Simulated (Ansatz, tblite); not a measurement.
Adding an electron: the cluster Sn₂O₄⁺ (the lowest doublet isomer of a short search). Charge 1, multiplicity 2. Geometry: PBE-D4/def2-SVP. Ansatz, gas phase; energy differences of separate SCF runs; the reduced species is a singlet (the triplet lies 1.06 eV higher at PBE0-D4/def2-TZVP).

```
atom   x (Å)   y (Å)   z (Å)
 Sn1  -0.493   0.032   2.076
 Sn2   0.553   1.750  -1.090
  O3  -0.052  -0.349  -1.553
  O4   0.486   1.298   0.865
  O5   0.188  -1.338  -0.665
  O6  -0.683  -1.392   0.366
```

In the def2 sets Sn takes a core potential; there is no spin–orbit coupling. The xTB rows come from tblite. The structure holds 2 bonds between oxygen atoms, so isomers without such links may lie far lower. The structure comes from a short search, and lower isomers may exist.

Estimate orbital energies and vertical electron affinities at: GFN1-xTB; GFN2-xTB; PBE-D4/def2-TZVP; r2SCAN-D4/def2-TZVP; PBE0-D4/def2-TZVP.


| level | −HOMO (eV) | −LUMO (eV) | vertical EA (eV) | HOMO–LUMO gap (eV) |
| --- | --- | --- | --- | --- |
| GFN1-xTB | – | – | 13.02 | – |
| GFN2-xTB | – | – | 12.98 | – |
| PBE-D4/def2-TZVP | 10.76 | 9.69 | 6.70 | 1.07 |
| r2SCAN-D4/def2-TZVP | 11.26 | 9.62 | 6.76 | 1.65 |
| PBE0-D4/def2-TZVP | 12.55 | 8.68 | 6.81 | 3.87 |

  HOMO and LUMO are the levels of the spin that leaves or enters (xTB has no such levels and no spin-polarisation term). Other spin states of the ions may lie lower, which would lower the ionisation energy or raise the affinity. Raw xTB energy differences between charge states are shifted by several eV; the methods need an empirical correction for them.
